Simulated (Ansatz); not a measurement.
Computed with Ansatz on PBE0-D4/def2-TZVP structures; ΔE is electronic, products minus reactants. CCSD(T)/CBS is the MP2 limit (def2-TZVPP, def2-QZVPP) plus CCSD(T) − MP2 in def2-TZVPP, frozen cores. def2 core potentials past Kr. For Te outer-core shells are correlated without core-valence functions, which leaves a few kJ/mol of doubt a bond. Each species was taken in one conformer, which may not be the lowest.

Reaction (formal exchange of groups at a Te–C bond): `[SiH3]C(Cl)[TeH]` + `C=NCF` → `C=NC[TeH]` + `FC([SiH3])Cl`

| species | CCSD/CBS(def2) energy (Eh) |
| --- | --- |
| `[SiH3]C(Cl)[TeH]` | -1057.59048 |
| `C=NCF` | -232.93550 |
| `C=NC[TeH]` | -401.45811 |
| `FC([SiH3])Cl` | -889.05452 |

Task: Work out ΔE.

Result: ΔE = (-401.45811) + (-889.05452) − (-1057.59048) − (-232.93550) = 0.01335 Eh = +35.1 kJ/mol. CCSD(T)/CBS gives +33.5 kJ/mol.

Largest T1 diagnostic among the species: 0.012.

The D4 term adds +3.7 kJ/mol with B3LYP and +2.0 kJ/mol with PBE0; it sums over pairs of atoms, weighted by their polarisabilities, and B3LYP, whose exchange is more repulsive, gets the larger term. From PBE to PBE0 (25 % exact exchange), in def2-TZVPP and without D4, ΔE moves by +6.9 kJ/mol.

B3LYP here is the variant with VWN-RPA as its local correlation; programs differ in this.
